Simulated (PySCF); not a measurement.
CH$_{4}$O, charge +1, doublet, geometry from GFN2-xTB (a state made from the parent by changing its charge; the spin is typed, not shown lowest).

Input for PySCF:
```python
from pyscf import gto, scf, mp

mol = gto.M(
    atom='''
C    -0.082037    0.604932    0.114824
O     0.060677   -0.683665   -0.174940
H    -1.181986    0.862145    0.113912
H     0.624829   -1.229700    0.412463
H     0.439107    0.991989    0.997121
H     0.124851    1.215294   -0.812918
''',
    basis='aug-cc-pvdz',
    charge=1,
    spin=1,
    verbose=5,
)

mf = scf.UHF(mol)
mf.kernel()

pt = mp.MP2(mf, frozen=2)
pt.kernel()
print('E(MP2) = %.10f' % pt.e_tot)
```

What does this run give for the number of basis functions, SCF-reference Mulliken (on the basis functions themselves) charges in atom order, nuclear repulsion energy?


| Property | Result |
|---|---|
| number of basis functions | 82 |
| SCF-reference Mulliken (on the basis functions themselves) charges in atom order | C1 0.64, O2 -0.16, H3 0.09, H4 0.34, H5 0.01, H6 0.09 |
| nuclear repulsion energy | 41.3192 Eh |

These values belong to the state on which the SCF converged, which isn't shown to be the lowest.
